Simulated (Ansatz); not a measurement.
`FB[SiH2][SiH3]` + `O[SiH2]O` → `O[SiH2]O[SiH2][SiH3]` + `BF`  (cleavage of the Si–B bond)

Isolated molecules relaxed with PBE0-D4/def2-TZVP in Ansatz; ΔE leaves out vibrations. CCSD(T)/CBS adds triple-zeta CCSD(T) − MP2 to the extrapolated MP2 energy (def2 sets, frozen cores). This one scheme is used for every species. DFT in def2-TZVPP. B3LYP here is the variant with VWN-RPA as its local correlation; programs differ in this. Each species was taken in one conformer, which may not be the lowest.

`FB[SiH2][SiH3]`:

Z-matrix (Å, degrees):
```
Si
B 1 2.027
Si 1 2.347 2 107.7
H 1 1.490 2 110.2 3 117.4
H 1 1.489 2 112.9 3 -120.2
F 2 1.322 1 120.3 3 95.1
H 2 1.203 1 123.3 3 -82.0
H 3 1.487 1 110.0 2 -62.2
H 3 1.488 1 110.0 2 57.4
H 3 1.487 1 110.7 2 177.5
```

`O[SiH2]O`:

Cartesian coordinates in Å:
```
O -0.143 0.933 -1.101
Si -0.211 -0.365 -0.098
O 0.599 -0.144 1.313
H -0.578 1.739 -0.818
H -1.600 -0.648 0.331
H 0.381 -1.463 -0.897
H 1.552 -0.051 1.271
```

`O[SiH2]O[SiH2][SiH3]`:

```xyz
13

O    -1.478    2.295    0.050
Si   -1.235    1.094   -1.037
O     0.315    0.588   -1.068
Si    1.437   -0.235   -0.191
Si    0.442   -1.804    1.243
H    -1.118    3.162   -0.141
H    -2.113   -0.010   -0.588
H    -1.549    1.550   -2.412
H     2.244    0.730    0.604
H     2.349   -0.920   -1.146
H     1.511   -2.501    2.010
H    -0.330   -2.816    0.472
H    -0.476   -1.134    2.204
```

`BF`:

```xyz
4

B     0.037   -0.005    0.033
F    -0.944    0.119   -0.837
H     0.136    0.830    0.886
H     0.771   -0.944   -0.082
```

```csv
level,ΔE (kJ/mol)
B3LYP-D4,-119.2
ωB97M-V,-116.4
PBE0,-96.7
MP2/def2-TZVPP,-123.1
SCS-MP2/def2-TZVPP,-127.0
CCSD(T)/def2-TZVPP,-115.7
MP2/def2-QZVPP,-124.5
HF/CBS(def2),-142.9
```

Question: What does CCSD(T)/CBS give? (Estimate.)

Answer: The calculation gave: -116.6 kJ/mol. The listed levels differ from it by -2.6, 0.2, 19.9, -6.5, -10.4, 0.9, -7.9, -26.3 kJ/mol.

Largest T1 diagnostic among the species: 0.015.

The D4 term adds −7.6 kJ/mol with B3LYP and −4.5 kJ/mol with PBE0; it sums over pairs of atoms, weighted by their polarisabilities, and B3LYP, whose exchange is more repulsive, gets the larger term. In def2-TZVPP, CCSD(T) changes the Hartree–Fock value by +24.2 kJ/mol (the triples alone add +3.1 kJ/mol) and MP2 by +16.8 kJ/mol.
